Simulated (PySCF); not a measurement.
# Excitation energy of Al by level of theory

Al [Ne] 3s2 3p1 (2P) → Al [Ne] 3s2 4s1 (2S), as a difference of total energies. All numbers are calculated (PySCF 2.14, the spin-free X2C one-electron Hamiltonian (Gaussian nucleus), in x2c-QZVPPall with one added diffuse shell each of s, p, d, f type (10s7p5d3f1g, 86 functions)). Correlated levels: valence: [Ne] frozen. The calculations carry no spin-orbit coupling.

```json
{"method": "UHF", "excitation energy (eV)": "3.013"}
{"method": "MP2 (valence)", "excitation energy (eV)": "3.106"}
{"method": "SCS-MP2 (valence)", "excitation energy (eV)": "3.112"}
{"method": "CCSD (valence)", "excitation energy (eV)": "3.166"}
{"method": "CCSD(T) (valence)", "excitation energy (eV)": "3.176"}
```

Q: How much does correlation contribute at CCSD(T) (valence)?

A: 3.176 − (3.013) = 0.163 eV, measured against UHF.

Errors of the correlated levels include the incompleteness of this basis and the frozen core.

For comparison: 3.133 eV (measured; NIST levels, between the centres of gravity of the two terms).
